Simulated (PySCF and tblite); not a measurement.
Values are calculated unless marked as measured or tabulated.
## Dynamics report: rotation

System: C₄H₅BF₂S, numbered as in [CH3:1][C:2](=[S:3])/[CH:4]=[CH:5]/[B:6]([F:7])[F:8].

Motion: rotation about the B6–C5 bond (torsion F7–B6–C5–C4 from -180° to 0°, rising). The path came from a restrained scan, a climbing-image band and a saddle search at GFN2-xTB; energies are PBE0/pcSseg-1 + D3(BJ)//GFN2-xTB, thermal terms GFN2-xTB. Rates follow Eyring's equation with the number of equivalent paths and no tunnelling. Shieldings: GIAO at the same DFT level; methyl-like tops are averaged, other torsions stay as in the two minima; line shapes leave out couplings. (PySCF 2.14 with density fitting, tblite 0.8.)

```csv
point,symmetry,E(GFN2) kcal/mol,E(DFT) kcal/mol,ZPE change kcal/mol,lowest mode cm⁻¹,dipole D
start,Cs,0.0,0.0,0.00,37,2.34
saddle,Cs,3.6,4.8,-0.32,69i,2.17
end,Cs,0.0,0.0,0.00,37,2.34
```

```
Electronic barrier                                      : 4.8 kcal/mol
Barrier with zero-point energy                          : 4.5 kcal/mol
ΔH‡ (298 K)                                             : 4.1 kcal/mol
ΔS‡ (298 K, symmetry apart)                             : -3.3 cal/(mol K)
Paths                                                   : 2 equivalent paths
End point                                               : the same structure with atoms interchanged, or its mirror image
Mean lifetime of the start against this motion at 298 K : 400 ps
Cost                                                    : 54 s on 1 thread of Intel Xeon Platinum 8375C @ 2.90GHz, shared host (rough), peak memory 0.78 GiB, launched as `OMP_NUM_THREADS=1 python ens_run.py task.json out`
```

```tsv
T/K	ΔG‡ kcal/mol	k s⁻¹
150	4.7	9.7×10⁵
200	4.8	5×10⁷
250	4.9	5.4×10⁸
298	5.0	2.5×10⁹
350	5.2	8.4×10⁹
400	5.3	2×10¹⁰
500	5.7	6.7×10¹⁰
```

ΔG and ΔG‡ leave out symmetry numbers and mirror images; rates count paths: 2 out.

Sites that the motion interchanges:

```tsv
nucleus	site	ppm	scale
¹⁹F	F7	-73.5	δ against CFCl3
¹⁹F	F8	-94.5	δ against CFCl3
```

```csv
nucleus,sites,¹H MHz,spread Hz,coalescence K,k there s⁻¹
¹⁹F,F7 / F8,90,1780,111,3970
¹⁹F,F7 / F8,700,13848,123,3.1×10⁴
¹⁹F,F7 / F8,800,15826,124,3.5×10⁴
```

Coalescence temperatures outside 150 to 500 K extrapolate the thermal terms and ignore freezing or boiling of a solvent.

Unscaled ¹⁹F shifts at such levels can be off by tens of ppm; differences are more reliable.
